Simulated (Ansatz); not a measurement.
Species: BaF2, charge 0, multiplicity 1. SMILES: [F][Ba][F]
Geometry: optimised at B3LYP-D3(BJ)/def2-TZVP (Ansatz, a first-principles code).

Parts of the frozen-core correlation energy in def2-QZVPP (Ansatz, hartree). Frozen orbitals: 6; correlated occupied orbitals by spin: 8 and 8; virtual: 160 and 160. No spin-orbit coupling. Past Kr the def2 sets carry scalar-relativistic core potentials.

```
term                            value
-------------------------  ----------
reference (HF)             -224.24194
MP2 opposite-spin                   …
MP2 same-spin                       …
CCSD correlation             -0.59687
(T)                                 …
T1 diagnostic                   0.014
largest doubles amplitude       0.012
```

Problem. What belongs in the gaps?

Solution. 
- MP2 opposite-spin, value: -0.45240
- MP2 same-spin, value: -0.15707
- (T), value: -0.01897
